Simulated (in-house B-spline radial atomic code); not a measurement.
A run on neutral barium (an excited or competing configuration) that did not converge. Method: scalar-relativistic (X2C) HSE06, spin-polarised, spherical fractional occupations, exact exchange averaged over the configuration, Fermi nucleus of rms radius 4.8378 fm; computed with a B-spline radial code for spherical atoms.

Command:
```bash
python run_scf.py task.json out
```
Settings (nuclear radius in fm, mass in u):
```
Z                56
configuration    [Kr] 4d10 4f1 5s2 5p5 6s2
hamiltonian      x2c
method           hse06
spin_polarised   True
nucleus          fermi
rms_radius       4.8378
atomic_mass      137.90525
speed_of_light   137.035999084
exact_exchange   averaged over the configuration
```

First and last ten iterations of the last attempt (damped for 15 steps, keeping 80 % of the old Fock matrix, then DIIS):
```
 iter        energy (Eh)    residual
    1       -8128.222477    4.89e-01
    2       -8129.475232    3.37e-01
    3       -8131.672911    2.15e-01
    4       -8132.726122    1.33e-01
    5       -8133.212103    7.92e-02
    6       -8133.428932    4.59e-02
    7       -8133.523045    2.83e-02
    8       -8133.563104    1.65e-02
    9       -8133.579993    9.14e-03
   10       -8133.588204    5.89e-03
  111       -8128.403275    8.95e-02
  112       -8128.429434    8.94e-02
  113       -8133.033884    7.62e-02
  114       -8132.809990    1.43e-01
  115       -8132.838397    1.36e-01
  116       -8133.512136    1.35e-02
  117       -8133.467306    4.04e-02
  118       -8133.525580    2.76e-02
  119       -8133.565969    1.54e-02
  120       -8133.564685    1.61e-02
 not converged after 120 iterations
```

The smallest residual met was 9.9e-04; the threshold is about 6e-07. No energy from this run should be used. Time taken, with all properties: 38 s on 1 thread of Intel(R) Xeon(R) Platinum 8488C, with other jobs on the host.
